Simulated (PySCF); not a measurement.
Orbital picture of CrH

PBE0 at R = 1.653 Å; PySCF, spin-free X2C with a Gaussian nucleus, basis sets Cr x2c-TZVPPall, H x2c-TZVPPall. State: ⁶Σ⁺ (sextet), unpaired electrons σ ↑, π ↑↑, δ ↑↑. Only the outer orbitals are listed, counted within each symmetry.

```tsv
spin	orbital	occ.	ε (eV)	on Cr (%)	main shells (%)
α	6σ	1	-7.66	53	47 H s, 30 Cr d, 19 Cr s
α	3π	1	-6.25	100	100 Cr d
α	3π	1	-6.25	100	100 Cr d
α	1δ	1	-6.08	100	100 Cr d
α	1δ	1	-6.08	100	100 Cr d
α	7σ	1	-5.40	98	53 Cr s, 44 Cr d
α	8σ	0	-1.76	86	54 Cr p, 19 Cr d, 14 H s
α	4π	0	-0.40	100	99 Cr p
α	4π	0	-0.40	100	99 Cr p
β	5σ	1	-45.82	100	100 Cr p
β	2π	1	-45.41	100	100 Cr p
β	2π	1	-45.41	100	100 Cr p
β	6σ	1	-7.32	28	72 H s, 15 Cr s, 8 Cr d
β	7σ	0	-1.15	98	77 Cr s, 18 Cr p
β	8σ	0	0.81	100	62 Cr d, 34 Cr p
β	3π	0	1.04	99	99 Cr p
```

**Question.** Which are the highest filled and the lowest empty level, where do they sit, and how wide is the gap?

**Answer.** Highest filled α 7σ at -5.40 eV (in %: 53 Cr s, 44 Cr d); lowest empty α 8σ at -1.76 eV (in %: 54 Cr p, 19 Cr d, 14 H s); the gap at PBE0 is 3.64 eV.

```
bond order (Mayer)                              : 0.93
⟨S²⟩                                            : 8.806
charge on Cr (Mulliken, basis-dependent)        : 0.22
charge on Cr (Löwdin, basis-dependent)          : 0.17
dipole moment (positive dipole means Cr(−)H(+)) : -3.10 D
polarisability along the bond                   : 55.7 bohr³
polarisability across the bond                  : 53.3 bohr³
```

With d or f electrons several states lie close, and the lowest PBE0 determinant need not be the measured ground state.
